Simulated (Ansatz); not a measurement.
Consider the hydrogenolysis of a Ge–N bond: `[NH2][GeH]([F])[SiH3]` + H₂ → `[F][GeH2][SiH3]` + NH₃.

Calculated with Ansatz (gas phase, PBE0-D4/def2-TZVP geometries, no zero-point term in ΔE). CBS: MP2 limit from def2 TZ/QZ plus the TZ coupled-cluster correction, frozen cores. This one scheme is used for every species. Functionals use def2-TZVPP. B3LYP here is the variant with VWN-RPA as its local correlation; programs differ in this. For Ge outer-core shells are correlated without core-valence functions, which leaves a few kJ/mol of doubt a bond. Scalar relativity is left out up to krypton. Each species was taken in one conformer, which may not be the lowest.

`[NH2][GeH]([F])[SiH3]`:

```xyz
10

N    -0.114   -1.860   -0.121
Ge   -0.074   -0.185   -0.826
F     1.438    0.093   -1.686
Si   -0.125    1.441    0.914
H    -0.150   -2.622   -0.783
H     0.574   -2.061    0.591
H    -1.151   -0.121   -1.921
H     0.881    1.070    1.944
H    -1.476    1.467    1.531
H     0.197    2.778    0.357
```

H₂:

Z-matrix (Å, degrees):
```
H
H 1 0.746
```

`[F][GeH2][SiH3]`:

Cartesian coordinates in Å:
```
F -1.442 -0.190 -1.807
Ge -1.093 -0.366 -0.100
Si 1.154 0.368 0.212
H -2.145 0.493 0.624
H -1.320 -1.856 0.213
H 2.071 -0.479 -0.591
H 1.498 0.243 1.654
H 1.277 1.787 -0.205
```

NH₃:

```xyz
4

N     0.180    0.217   -0.012
H     0.358   -0.459   -0.744
H     0.243   -0.277    0.870
H    -0.781    0.519   -0.114
```

```json
{"level": "PBE-D4", "ΔE (kcal/mol)": "0.6", "difference from CCSD(T)/CBS": "-0.4"}
{"level": "r2SCAN-D4", "ΔE (kcal/mol)": "1.1", "difference from CCSD(T)/CBS": "0.1"}
{"level": "PBE0-D4", "ΔE (kcal/mol)": "-0.2", "difference from CCSD(T)/CBS": "-1.2"}
{"level": "B3LYP-D4", "ΔE (kcal/mol)": "0.6", "difference from CCSD(T)/CBS": "-0.4"}
{"level": "ωB97X-V", "ΔE (kcal/mol)": "0.6", "difference from CCSD(T)/CBS": "-0.4"}
{"level": "B2PLYP", "ΔE (kcal/mol)": "0.3", "difference from CCSD(T)/CBS": "-0.7"}
{"level": "PBE", "ΔE (kcal/mol)": "-0.6", "difference from CCSD(T)/CBS": "-1.6"}
{"level": "r2SCAN", "ΔE (kcal/mol)": "0.8", "difference from CCSD(T)/CBS": "-0.2"}
{"level": "PBE0", "ΔE (kcal/mol)": "-1.2", "difference from CCSD(T)/CBS": "-2.2"}
{"level": "HF/def2-TZVPP", "ΔE (kcal/mol)": "-2.9", "difference from CCSD(T)/CBS": "-3.9"}
{"level": "MP2/def2-TZVPP", "ΔE (kcal/mol)": "2.7", "difference from CCSD(T)/CBS": "1.7"}
{"level": "SCS-MP2/def2-TZVPP", "ΔE (kcal/mol)": "1.6", "difference from CCSD(T)/CBS": "0.6"}
{"level": "HF/def2-QZVPP", "ΔE (kcal/mol)": "-3.1", "difference from CCSD(T)/CBS": "-4.1"}
{"level": "SCS-MP2/def2-QZVPP", "ΔE (kcal/mol)": "1.6", "difference from CCSD(T)/CBS": "0.6"}
{"level": "MP2/CBS(def2)", "ΔE (kcal/mol)": "2.7", "difference from CCSD(T)/CBS": "1.7"}
{"level": "CCSD/CBS(def2)", "ΔE (kcal/mol)": "0.1", "difference from CCSD(T)/CBS": "-0.9"}
{"level": "CCSD(T)/CBS", "ΔE (kcal/mol)": "1.0", "difference from CCSD(T)/CBS": "0"}
```

Largest T1 diagnostic among the species: 0.012.

In def2-TZVPP, CCSD(T) changes the Hartree–Fock value by +3.9 kcal/mol (the triples alone add +1.0 kcal/mol) and MP2 by +5.6 kcal/mol. The D4 term adds +1.9 kcal/mol with B3LYP and +1.0 kcal/mol with PBE0; it sums over pairs of atoms, weighted by their polarisabilities, and B3LYP, whose exchange is more repulsive, gets the larger term.
